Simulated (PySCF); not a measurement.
Compound: C4H6F2N (doublet state).
Z-matrix (Å and degrees, GFN2-xTB geometry), rows numbered from 1:
```
C 
C   1  1.4964
N   2  1.2539  1  128.78
C   2  1.5331  1  115.17  3   177.91
F   4  1.3807  2  109.61  1    36.06
C   4  1.4720  2  108.61  1   -84.24
F   6  1.3367  4  117.76  2   -89.20
H   1  1.0893  2  109.16  3   117.20
H   1  1.0879  2  110.38  3  -124.84
H   1  1.0880  2  110.77  3    -3.27
H   3  1.0161  2  116.35  1     0.85
H   4  1.0955  2  109.42  1   154.55
H   6  1.0762  4  124.29  2    68.07
```

The hyperfine couplings belong to this conformer and change with its torsions.

The species is `[H]/N=C(\C)[C@H](F)[CH]F` [radical].

Method: PySCF 2.14.0, UKS B3LYP, pcH-1 on C F H N, non-relativistic, mean-field spin-orbit, GIAO. One conformer (not necessarily the lowest) at the GFN2-xTB geometry, without solvent, vibrations or thermal averaging. Couplings are sensitive to structure, and on GFN2-xTB geometries they can be far from those on DFT ones. Stability of the SCF solution: not tested.

Q: What is the g tensor, term by term?

A: 
| Δg (ppm) | 1 | 2 | 3 |
| --- | --- | --- | --- |
| relativistic mass correction | -210 | -210 | -210 |
| gauge correction | 7 | 38 | 43 |
| orbital Zeeman/spin–orbit | 0 | 1992 | 2680 |
| total | -203 | 1820 | 2513 |

So g = 2.00212, 2.00414, 2.00483 and g_iso = 2.00370; the tensor is rhombic: the two nearest values differ by 26 % of g3 − g1. Axes: g3 points within 14° of the C4–C6 bond.

Q: Average each term over the three axes. Which is largest in size?

A: The orbital-Zeeman/spin–orbit term 1557, the mass correction -210 and the gauge correction 29 ppm, for a total of 1377 ppm. The orbital-Zeeman/spin–orbit term is the largest in size. The mass correction is the same along every axis, so the anisotropy comes from the other two: their spans along these axes are 36 (gauge) and 2680 ppm (orbital Zeeman/spin–orbit).

Q: At 33.892 GHz, how far is the centre of the isotropic spectrum from where a free electron (g = 2.002319) resonates?

A: B = hν/(g μB) with μB/h = 13.99624 MHz/mT gives 1209.35 mT for the free electron and 1208.52 mT at g_iso, 0.83 mT lower.

Q: What are the electron Larmor frequencies g μB B/h along the three axes at 1200 mT?

A: 33.6265, 33.6605, 33.6722 GHz for g1, g2 and g3, a range of 45.6 MHz.

Q: In a frozen sample, at which fields do the three g values resonate at 9.5, 34, 94 and 263 GHz (hyperfine left aside), and which band first spreads them over more than twice a line width of 0.3 mT?

A: 
| band | GHz | B(g3) mT | B(g2) mT | B(g1) mT | spread mT |
| --- | --- | --- | --- | --- | --- |
| X | 9.5 | 338.56 | 338.68 | 339.02 | 0.46 |
| Q | 34.0 | 1211.68 | 1212.10 | 1213.33 | 1.64 |
| W | 94.0 | 3349.95 | 3351.11 | 3354.49 | 4.55 |
| J | 263.0 | 9372.73 | 9375.97 | 9385.45 | 12.72 |

The spread grows in proportion to the frequency. Q band is the first where it exceeds 0.6 mT.

Largest spin populations (Mulliken): C6 (+0.92) and F7 (+0.07). No atom but C6 exceeds +0.15. The angles at C6 add up to 356.4°, so it is nearly planar; its axial dipolar tensor and the negative coupling of its proton fit spin in a p orbital normal to that plane.

The HOMO–LUMO gaps are 5.60 eV among the α and 5.23 eV among the β orbitals.
